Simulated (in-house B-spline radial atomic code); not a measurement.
A fraction x of an electron is added to 4p in As, starting from [Ar] 3d10 4s2 4p3 and keeping the highest spin. Level of theory: scalar-relativistic (X2C) LDA VWN5, spin-polarised, spherical fractional occupations, Fermi nucleus of rms radius 4.0968 fm; calculated with an all-electron radial atomic-structure program (B-spline basis).

```csv
x,E(x) - E(0) (eV),4p down level (eV)
0,0.0000,-
0.1,-0.3725,-3.399
0.2,?,?
0.3,-0.9253,-2.140
0.4,?,?
0.5,-1.2336,-0.957
0.6,-1.3012,-0.398
```

Q: What belongs in the row x = 0.2?

A: An energy change of -0.6804 eV; 4p down at -2.761 eV.

Q: What belongs in the row x = 0.4?

A: An energy change of -1.1091 eV; 4p down at -1.538 eV.

Q: Up to what added charge does this functional bind the extra electron?

A: The highest level rises by about 5.6 eV per electron near x = 0.6 and would reach zero near x = 0.67, so a whole extra electron isn't bound at the basis-set limit.
